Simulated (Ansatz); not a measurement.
Born–Oppenheimer molecular dynamics of C₂H₂Te (5 atoms, charge 0, multiplicity 1). It starts at the highest image of a converged band, a first-order saddle point between two minima.

Theory: UKS PBE0-D4/def2-mTZVP (Ansatz).

```json
{
 "ensemble": "NVE (velocity Verlet)",
 "time step": "0.5 fs",
 "steps asked": "200",
 "starting velocities drawn for": "100 K",
 "seed": "5886"
}
```

First frame:

```xyz
5
Properties=species:S:1:pos:R:3
C -0.657 -0.829 0.293
C 0.280 -0.102 0.011
Te 1.875 1.138 -0.471
H -1.486 -1.453 0.537
H 0.038 1.173 -0.412
```

Problem. What does the run give?

Solution. All steps were run.

```
steps done                                               : 200
time covered                                             : 100 fs
mean temperature over the second half                    : 1675 K
spread of the potential energy over the second half      : 89.0 meV per atom
mean potential energy of the second half above the start : -122.2 meV per atom
```

The conserved energy stayed within 0.23 meV per atom of its start (net change -0.16 meV per atom), so the integration is sound. The kinetic energy rose, since the run started high on the potential surface and went downhill. A run of 0.1 ps of so small a system gives no equilibrium averages. The orbitals were unrestricted but ended closed-shell.

Problem. What happens to the structure?

Solution. Between its relaxed ends the band would form C2–H5. These pairs go: C2–H5 1.36 → 3.25 Å. In the last frame they stand as before the step (other bonds may differ from the relaxed reactants and products). It ends as one piece, C2H2Te. Pairs count as bonded within 1.25 times the sum of covalent radii (0.12 Å more for H–H). This is one draw of velocities; another would differ in detail.

Problem. How do temperature and energy run in time?

Solution. 
| time (fs) | T (K) | potential energy less start (eV) | conserved less start (meV/atom) |
| --- | --- | --- | --- |
| 0 | 100 | 0.000 | 0.00 |
| 3 | 61 | 0.015 | 0.03 |
| 6 | 75 | 0.010 | 0.02 |
| 9 | 122 | -0.009 | 0.02 |
| 12 | 207 | -0.041 | 0.07 |
| 15 | 639 | -0.208 | 0.09 |
| 18 | 1613 | -0.586 | 0.02 |
| 21 | 2818 | -1.055 | -0.15 |
| 24 | 3352 | -1.262 | -0.21 |
| 27 | 2922 | -1.095 | -0.10 |
| 30 | 2159 | -0.799 | -0.06 |
| 33 | 1295 | -0.464 | -0.06 |
| 36 | 415 | -0.122 | 0.06 |
| 39 | 201 | -0.039 | 0.10 |
| 42 | 921 | -0.318 | 0.00 |
| 45 | 1988 | -0.732 | -0.08 |
| 48 | 2862 | -1.072 | -0.13 |
| 51 | 3303 | -1.243 | -0.13 |
| 54 | 3201 | -1.204 | -0.22 |
| 57 | 2133 | -0.789 | -0.09 |
| 60 | 819 | -0.278 | 0.12 |
| 63 | 293 | -0.075 | 0.03 |
| 66 | 236 | -0.053 | 0.06 |
| 69 | 738 | -0.247 | 0.08 |
| 72 | 1907 | -0.701 | -0.03 |
| 75 | 3106 | -1.166 | -0.16 |
| 78 | 3467 | -1.307 | -0.21 |
| 81 | 2745 | -1.026 | -0.09 |
| 84 | 1653 | -0.602 | 0.01 |
| 87 | 829 | -0.283 | 0.00 |
| 90 | 308 | -0.080 | 0.02 |
| 93 | 278 | -0.068 | 0.13 |
| 96 | 1286 | -0.460 | -0.05 |
| 99 | 2380 | -0.885 | -0.18 |

Run time: 7.5 min on 2 threads of Arm Neoverse V1 (shared host), peak memory 0.2 GiB.
